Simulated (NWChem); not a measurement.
System: LiCl anion, doublet; SMILES of the neutral closed-shell parent [Li][Cl]

The following NWChem deck was run.

```
start job
memory heap 200 mb stack 900 mb global 1100 mb
charge -1
geometry units angstroms
  Li     0.000000     0.000000    -1.916279
  Cl     0.000000     0.000000     0.239265
end
basis spherical
  Li library def2-svp
  Cl library def2-svp
end
dft
  odft
  mult 2
  xc becke88 lyp
  iterations 150
end
driver
  maxiter 120
end
task dft optimize
task dft freq
```

Sets without diffuse functions describe the anion's extra electron poorly. The spin multiplicity was typed, not searched, and may not be the lowest. No stability test was run on the SCF state. The highest occupied level is positive, so the extra electron may be held by the finite basis.

The level has its own optimisation; frequencies are unscaled.

**Question.** What results follow from this input? (BLYP/def2-SVP, spin-unrestricted.) Quantities: r Cl–Li (Å); highest harmonic frequency (cm⁻¹); zero-point energy (kcal/mol).

**Answer.** 
- r Cl–Li (Å): 2.094
- highest harmonic frequency (cm⁻¹): 555
- zero-point energy (kcal/mol): 0.8
